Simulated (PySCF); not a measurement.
W(O)(S)(OH)(SH) (H2O2S2W), SMILES [SH][W]([OH])(=[S])=[O], multiplicity 1.

Geometry: B3LYP-D3(BJ)/def2-SVP. The spin state was assumed, not searched. The structure was generated by enumeration; whether it is a known compound was not checked. The def2 effective core potentials stand for the cores of W; spin–orbit coupling is left out. One conformer was computed; it need not be the lowest.

All values below come from r2SCAN/def2-TZVP in PySCF.

Gas-phase values at a fixed geometry.

Computed frontier levels, gap, dipole moment and polarisability:
| Item | Value |
|---|---|
| highest occupied level | -6.99 eV |
| lowest empty level | -3.58 eV |
| orbital gap | 3.41 eV |
| dipole moment | 2.91 D |
| quadrupole, principal values (traceless, Buckingham form, about the centre of nuclear charge) | -8.45, -1.60, 10.05 D·Å |
| mean static polarisability | 85.5 bohr³ (12.67 Å³) |
| polarisability, principal values | 69.0, 81.5, 106.0 bohr³ |
